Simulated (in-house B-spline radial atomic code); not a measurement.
Configurations of Ga⁶⁺, with energies counted from [Ar] (3d3/2)4 (3d5/2)3. Method: Dirac-Hartree-Fock, average of each configuration as written, Fermi nucleus of rms radius 3.9973 fm. Calculated with a radial B-spline atomic code at the basis-set limit. Energies include first-order Breit, QED and recoil terms.

Occupations are held fixed; configurations that lie above the ionisation limit could autoionise.

| configuration | E - E(ref) (eV) | highest orbital | its <r> (bohr) |
| --- | --- | --- | --- |
| [Ar] (3d3/2)1 (3d5/2)6 | 1.0554 | 3d3/2 | 0.6743 |
| [Ne] 3s2 (3p1/2)2 (3p3/2)3 (3d3/2)3 (3d5/2)5 | 90.042 | 3d5/2 | 0.678 |
| [Ar] (3d3/2)1 (3d5/2)5 7s1 | 123.07 | 7s1/2 | 7.041 |
| [Ar] (3d3/2)2 (3d5/2)4 (7p3/2)1 | 124.67 | 7p3/2 | 7.496 |
| [Ne] 3s2 (3p1/2)1 (3p3/2)4 (3d3/2)2 (3d5/2)5 (4p3/2)1 | 153.99 | 4p3/2 | 1.729 |
| [Ne] 3s2 (3p1/2)1 (3p3/2)4 (3d3/2)3 (3d5/2)4 (4f7/2)1 | 192.74 | 4f7/2 | 2.446 |
| [Ne] 3s2 (3p1/2)2 (3p3/2)3 (3d3/2)3 (3d5/2)4 (6f5/2)1 | 211.62 | 6f5/2 | 6.625 |
| [Ne] 3s2 (3p1/2)1 (3p3/2)4 (3d3/2)2 (3d5/2)5 (7g9/2)1 | 219.4 | 7g9/2 | 9.055 |

Q: Order these further configurations by energy, lowest first.
A. [Ne] 3s2 (3p1/2)2 (3p3/2)3 (3d3/2)4 (3d5/2)3 (6p1/2)1
B. [Ne] 3s2 (3p1/2)1 (3p3/2)4 (3d3/2)4 (3d5/2)3 (5g9/2)1
C. [Ar] (3d3/2)4 (3d5/2)2 (6d3/2)1
D. [Ne] 3s2 (3p1/2)2 (3p3/2)3 (3d3/2)1 (3d5/2)6 (6g9/2)1
E. [Ar] (3d3/2)2 (3d5/2)4 4s1

A: E (50.729 eV), C (118.58 eV), A (200.88 eV), B (210.38 eV), D (214.88 eV).

Q: How far above the reference does [Ne] 3s2 (3p1/2)2 (3p3/2)3 (3d3/2)4 (3d5/2)3 6s1 lie?

A: 198.29 eV; its least bound orbital is 6s1/2 with <r> = 4.798 bohr.

Q: How far above the reference does [Ar] (3d5/2)6 (6g7/2)1 lie?

A: 124.2 eV; its least bound orbital is 6g7/2 with <r> = 6.276 bohr.

Q: How far above the reference does [Ar] (3d3/2)2 (3d5/2)5 lie?

A: 1.3359 eV; its least bound orbital is 3d5/2 with <r> = 0.676 bohr.
